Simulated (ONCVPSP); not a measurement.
Te: ONCV pseudisation with PBE, scalar-relativistic reference atom.

Input for ONCVPSP 4.0.1:

```
# ATOM AND REFERENCE CONFIGURATION
# atsym  z   nc   nv     iexc    psfile
  Te 52.00    8    3        4      upf
#
#   n    l    f
    1    0    2.00
    2    0    2.00
    2    1    6.00
    3    0    2.00
    3    1    6.00
    3    2   10.00
    4    0    2.00
    4    1    6.00
    4    2   10.00
    5    0    2.00
    5    1    4.00
#
# PSEUDOPOTENTIAL AND OPTIMIZATION
# lmax
    2
#
#   l,   rc,      ep,       ncon, nbas, qcut
    0    1.50    0.00    4    8    3.40
    1    2.10    0.00    4    8    3.80
    2    1.50    0.00    4    9   10.00
#
# LOCAL POTENTIAL
# lloc, lpopt,  rc(5),   dvloc0
    2    5    1.50    0.00
#
# VANDERBILT-KLEINMAN-BYLANDER PROJECTORs
# l, nproj, debl
    0    2    1.60
    1    1    1.10
    2    0    1.70
#
# MODEL CORE CHARGE
# icmod, fcfact, rcfact
    2    0.35    1.05
#
# LOG DERIVATIVE ANALYSIS
# epsh1, epsh2, depsh
   -3.00    5.00    0.02
#
# OUTPUT GRID
# rlmax, drl
    6.00    0.01
#
# TEST CONFIGURATIONS
# ncnf
    4
# nvcnf
#   n    l    f
    3
    4    2   10.00
    5    0    2.00
    5    1    3.00
#
    3
    4    2   10.00
    5    0    2.00
    5    1    2.00
#
    3
    4    2   10.00
    5    0    2.00
    5    1    1.00
#
    3
    4    2   10.00
    5    0    1.00
    5    1    4.00
#
```

Command:

```bash
oncvpsp.x < Te.dat > Te.out
```

The program printed (shortened: citation, most of the input echo, consistency checks and plot data are left out):

```
ONCVPSP  (Optimized Norm-Conservinng Vanderbilt PSeudopotential)
scalar-relativistic version 4.0.1

#   n    l    f        energy (Ha)
    1    0    2.00    -1.1623554E+03
    2    0    2.00    -1.7824669E+02
    2    1    6.00    -1.6000618E+02
    3    0    2.00    -3.5471808E+01
    3    1    6.00    -2.9543182E+01
    3    2   10.00    -2.0581524E+01
    4    0    2.00    -6.0411404E+00
    4    1    6.00    -4.2044566E+00
    4    2   10.00    -1.5307180E+00
    5    0    2.00    -5.5523108E-01
    5    1    4.00    -2.1877984E-01

Reference configufation results
  iterations    25
  all-electron total energy (Ha)   -6.79448158D+03

Begin loop to  construct optimized pseudo wave functions
and semi-local pseudopoentials for all angular momenta

   Wellstate for l =  0  n =  6
     eigenvalue =   1.0448
     asymptotic potential =   1.5448
     half-point radius =  3.1131

Calculating optimized projector #   1

 for l=   0

    Fraction of norm inside rc  0.193634
    Optimizing pswf for qcut=   3.41 a_B^-1,  ecut=   5.80 Ha

optimize: ERROR ps0norm > uunorm, code will stop
```

The run stopped because the continuity conditions at rc already need more norm inside rc than the all-electron wave has, so norm conservation cannot be met.

The run took about 0.23 s on one core of a shared server CPU.
